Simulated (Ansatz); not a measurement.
InH2Cl: single points at one geometry.

```yaml
crystal:
  periodic: [false, false, false]
  atoms:
    - {symbol: In, position_ang: [0.131587, 0.220136, -0.001064]}
    - {symbol: H, position_ang: [1.820101, -0.021644, 0.012811]}
    - {symbol: H, position_ang: [-0.881140, 1.592625, -0.020434]}
    - {symbol: Cl, position_ang: [-1.070548, -1.791127, 0.008687]}
basis:
  gaussian: {orbitals: def2-SVP, initial_orbitals: start.molden}
hamiltonian: {xc: pbe0, dispersion: d4}
scf: {omitted_lower_state_checks: [starts]}
output: {orbitals: {seedname: orbitals}}
```

The file start.molden holds the orbitals of an earlier run on this structure, at another level or in another basis.

```sh
$ ansatz run in.yaml --threads 4 --pin off --events-out ev --progress --plain --max-ram 3916MiB
```

Output, abridged:

```
Functional definition: PBE0
599 factors; integrals over basis functions are off by at most 4.1e-4 eV
mean field evaluation 1: about -17721.3248 eV, gradient 2.8e1 eV
mean field evaluation 2: about -17721.5218 eV, gradient 2.3e-1 eV
mean field evaluation 4: about -17721.5470 eV, gradient 4.1e-4 eV
mean field -17721.54700545 eV, -651.2548403542 hartree, gradient 1.7e-5 eV, S^2 0.000000; 0 other end points of the search recorded, 0 dependent functions left out
reference -17721.54703686 eV, -651.2548415085 hartree; 20, 20 occupied and 34, 34 virtual orbitals, 599 factors
Total energy: -17721.59913384 eV, -651.2567560373 hartree
Checks for a lower state left out: starts
```

Run time 0.45 s (4 threads of Arm Neoverse V1 on a shared host).

First input, but with `gaussian: {orbitals: def2-TZVP, initial_orbitals: start.molden}`, `hamiltonian: {xc: pbe}`, `correlation: {method: rpa}` and without the key `output` (abridged; 1.1 s):

```
Functional definition: PBE
mean field -17725.08488683 eV, -651.3848550970 hartree, gradient 1.4e-6 eV, S^2 0.000000
9 core orbitals not correlated: weight in the atoms' cores, before any rotation towards them, 1.000 or more for the frozen orbitals, at most 0.000 for the correlated occupied ones
Total energy: -17704.21189542 eV, -650.6177868107 hartree
Checks for a lower state left out: starts
```

The first input with `gaussian: {orbitals: def2-TZVPD, initial_orbitals: start.molden}`, `hamiltonian: {xc: pbe, dispersion: d4}` (abridged; 0.65 s):

```
Functional definition: PBE
mean field -17725.11167828 eV, -651.3858396645 hartree, gradient 1.0e-5 eV, S^2 0.000000
Total energy: -17725.17320598 eV, -651.3881007658 hartree
Checks for a lower state left out: starts
```

As the first input, with `gaussian: {orbitals: def2-TZVP, initial_orbitals: start.molden}`, `hamiltonian: {xc: pbe, dispersion: d4}`, `output: {forces: true, orbitals: {seedname: orbitals}}` (abridged; 0.65 s):

```
Functional definition: PBE
mean field -17725.08490056 eV, -651.3848556014 hartree, gradient 1.3e-5 eV, S^2 0.000000
Total energy: -17725.14641723 eV, -651.3871162974 hartree
Atom 0 force     0.089765     0.150172    -0.000744 eV/Å
Atom 1 force     0.140184    -0.043972     0.001373 eV/Å
Atom 2 force    -0.105126     0.102715    -0.001647 eV/Å
Atom 3 force    -0.124823    -0.208915     0.001017 eV/Å
Dipole moment:     0.281302     0.470622    -0.002279 e Å
Checks for a lower state left out: starts
```

First input, but with `gaussian: {orbitals: def2-TZVPP, initial_orbitals: start.molden}`, `correlation: {method: ccsd_t}` and without the key `hamiltonian` (abridged; 4.3 s):

```
Functional definition: HF
mean field -17685.29104991 eV, -649.9224585632 hartree, gradient 2.3e-6 eV, S^2 0.000000
9 core orbitals not correlated: weight in the atoms' cores, before any rotation towards them, 1.000 or more for the frozen orbitals, at most 0.000 for the correlated occupied ones
second order -13.03843598 eV of doubles, -0.00000000 eV of singles
cycle   1  -13.24394085 eV  change   -2.1e-1 eV  update   8.3e-2
cycle   2  -13.58214332 eV  change   -3.4e-1 eV  update   2.4e-2
cycle   3  -13.63225798 eV  change   -5.0e-2 eV  update   1.2e-2
cycle   4  -13.62522230 eV  change    7.0e-3 eV  update   3.4e-3
cycle   5  -13.62355869 eV  change    1.7e-3 eV  update   1.5e-3
cycle   6  -13.62387195 eV  change   -3.1e-4 eV  update   4.1e-4
cycle   7  -13.62384710 eV  change    2.5e-5 eV  update   1.5e-4
cycle   8  -13.62385706 eV  change   -1.0e-5 eV  update   5.3e-5
cycle   9  -13.62387297 eV  change   -1.6e-5 eV  update   2.0e-5
perturbative correction -0.44368587 eV, -0.0163051550 hartree
Total energy: -17699.35860875 eV, -650.4394318154 hartree
Checks for a lower state left out: starts
```

As the first input, with `hamiltonian: {xc: pbe, dispersion: d4}` (abridged; 0.35 s):

```
Functional definition: PBE
mean field -17720.38420266 eV, -651.2121081399 hartree, gradient 1.7e-5 eV, S^2 0.000000
Total energy: -17720.44571041 eV, -651.2143685081 hartree
Checks for a lower state left out: starts
```

Geometry: PBE0-D4/def2-TZVP.

In the def2 sets In takes a core potential; there is no spin–orbit coupling. Correlated methods freeze 9 core orbitals; core or outer-core shells of In are correlated, in sets that lack core-valence functions.
